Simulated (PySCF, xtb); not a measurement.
ReF6, SMILES [F][Re]([F])([F])([F])([F])[F] (connectivity only; charge and spin as stated), neutral, multiplicity 2.

Harmonic wavenumbers (cm⁻¹) from xtb with GFN2-xTB at its own minimum, in rising order: 77, 136, 142, 143, 144, 181, 184, 185, 251, 254, 255, 510, 563, 564, 568.

What does r2SCAN-D4/def2-SVP (PySCF) give at its own minimum? (An estimate is asked for; the answer gives what the named calculation found.)

144, 151, 151, 257, 270, 270, 277, 277, 279, 536, 537, 724, 737, 737, 747. Paired by order, the mean absolute difference is 129 cm⁻¹ and the zero-point energies are 5.9 and 8.7 kcal/mol.
